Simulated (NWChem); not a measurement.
System: HTeI; SMILES [TeH]I

All runs: NWChem. All runs use the structure optimised with PBE-D3(BJ)/def2-SVP. def2 effective core potentials on Te, I; no spin-orbit coupling. Level B3LYP/def2-SVP: energy and gradient on several grids; changes count from the extra-fine grid, which is no exact limit either.

```
grid     size of the energy change (μHa)  largest change of a gradient component (μHa/bohr)
-------  -------------------------------  -------------------------------------------------
xcoarse                             2000                                               7000
coarse                                30                                               2000
medium                              < 10                                                300
fine                                < 10                                                 30
xfine                               < 10                                               < 30
```
